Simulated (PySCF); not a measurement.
# Correlation energy of Ir (iridium, neutral)

Starting occupation: [Xe] 4f14 5d7 6s2, 5d3/2 with m_j = -3/2, -1/2, +1/2, +3/2, 5d5/2 with m_j = +1/2, +3/2, +5/2. Calculation: PySCF 2.14, in x2c-TZVPPall-2c; X2C-1e with screened-nucleus spin-orbit coupling, Gaussian nucleus. Frozen: [Kr] 4d10 4f14; 17 electrons correlated; the 34 highest virtual spinors left out.

MP2 pair energies summed by pair of shells (mhartree):

```csv
pair,energy,share (%)
5d-5p,-144.87,29.6
5d-5d,-137.91,28.2
5d-6s,-73.78,15.1
5p-5p,-50.84,10.4
5p-5s,-21.56,4.4
5p-6s,-19.37,4.0
5d-5s,-18.34,3.7
6s-6s,-18.15,3.7
5s-5s,-3.41,0.7
5s-6s,-1.10,0.2
```

Total MP2 correlation energy: -489.33 mhartree.

The GHF reference relaxed away from the jj start to a determinant that is no pure jj level (⟨S²⟩ = 3.60, ⟨J²⟩ = 24.78); the energies belong to that determinant.

This basis was not built for core-valence correlation, so the inner-shell part is incomplete.
